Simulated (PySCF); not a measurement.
Excitations are Tamm–Dancoff values on a coarser integration grid. The basis has no diffuse functions, so Rydberg states are missing or too high.

Cartesian coordinates (Å):
SMILES: FC(Cl)(Cl)Cl
```xyz
5

F      0.0302    -0.0317     1.4006
C      0.0015    -0.0016     0.0685
Cl    -0.1044     1.6769    -0.4500
Cl     1.4791    -0.7399    -0.5387
Cl    -1.4064    -0.9039    -0.4803
```
Charge 0, multiplicity 1.

Q: Predict the dipole moment, LUMO, T1 excitation (TDA), HOMO, HOMO–LUMO gap, S1–T1 gap (TDA), total energy and S1 excitation (TDA) from ωB97X-D3(BJ)/def2-TZVP // PBE0-D3(BJ)/def2-TZVP in PySCF.

A: 
```yaml
dipole_moment: 0.38 D
LUMO: 1.17 eV
T1 excitation (TDA): 6.06 eV
HOMO: -11.63 eV
HOMO–LUMO gap: 12.81 eV
S1–T1 gap (TDA): 0.73 eV
total_energy: -1518.6666 Ha
S1 excitation (TDA): 6.79 eV
```
